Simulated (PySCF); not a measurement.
# Reading the logs of faulty runs: Al2H4NSi

All numbers below are calculated, not measured. They come from PySCF 2.14.0, an open-source quantum chemistry program, on an isolated molecule that a program drew, which may never have been made. The molecule is Al2H4NSi (charge 0, doublet), drawn as the SMILES string `[AlH2][Al]=[N][SiH2]`.

Each row is a Hartree-Fock (HF) and frozen-core CCSD(T) single point in the cc-pV(D+d)Z basis, meant for a local HF minimum. Run 1 is clean. Each other run has one planted mistake out of seven kinds, and not every kind appears here: one electron removed, one electron added, multiplicity raised by two, geometry at a saddle point, minimal basis STO-3G, one bond length entered in bohr, all coordinates scaled. The reference is restricted for singlets and unrestricted otherwise, and also for a bond in bohr. Adding or removing an electron swaps singlet and doublet. Electrons count all cores. HOMO and LUMO are orbital energies over both spins, the gradient is its largest component, and the lowest frequency (negative if imaginary) is given only where the gradient is small. Bond lengths are over the 7 bonds as drawn. T1 is the CCSD diagnostic: over 0.02 (restricted) or 0.045 (unrestricted) a single reference is doubtful.

Geometry of the clean run:
```xyz
8
Al2H4NSi, angstrom
Al   -0.1680   -2.6880   -1.5303
Al    1.8111   -2.0448    0.0339
N     2.3930   -0.5257    0.6846
Si    2.9871    0.7797    1.3128
H    -1.5147   -3.2651   -0.9117
H     0.0958   -2.9555   -3.0756
H     4.0250    1.6141    0.6807
H     2.5848    1.3383    2.6163
```

| run | electrons | basis functions | <S^2> | HOMO (eV) | LUMO (eV) | gradient (hartree/bohr) | lowest frequency (cm^-1) | mean bond (Å) | longest bond (Å) | T1 | HF (hartree) | CCSD(T) (hartree) | mistake |
|---|---|---|---|---|---|---|---|---|---|---|---|---|---|
| 1 | 51 | 103 | 0.823 | -6.39 | 0.93 | 3.2e-05 | 57 | 1.7214 | 2.603 | 0.0266 | -829.52037 | -829.94908 | no fault |
| 2 | 51 | 103 | 0.773 | -5.65 | 0.88 | 4.5e-05 | -153 | 1.6955 | 2.461 | 0.0232 | -829.51585 | -829.94713 | geometry at a saddle point |
| 3 | 52 | 103 | 0.000 | -0.28 | 5.05 | 2.5e-02 | - | 1.7214 | 2.603 | 0.0303 | -829.50199 | -829.97834 | one electron added |
| 4 | 50 | 103 | 0.000 | -14.88 | -4.93 | 5.3e-02 | - | 1.7214 | 2.603 | 0.0195 | -829.31312 | -829.72767 | one electron removed |
| 5 | 51 | 103 | 2.362 | -7.86 | 0.11 | 3.1e-02 | - | 1.9205 | 2.959 | 0.0974 | -829.34519 | -829.74558 | one bond length entered in bohr |
| 6 | 51 | 103 | 0.815 | -6.32 | 0.98 | 1.8e-02 | - | 1.6887 | 2.554 | 0.0258 | -829.51740 | -829.94328 | ? |

**Which mistake was planted in run 6, and what did it cost?**

The mean and the longest bond both change by the same factor, 0.981, and the gradient is no longer small. So the mistake is: all coordinates scaled. Subtracting run 1 and multiplying by 627.51 kcal/mol a hartree, the energy moved by 1.9 kcal/mol in HF and 3.6 kcal/mol in CCSD(T).

Cautions from the logs. Run 3: T1 is over the limit, so its CCSD(T) energy is less reliable; run 5: T1 is over the limit, so its CCSD(T) energy is less reliable.
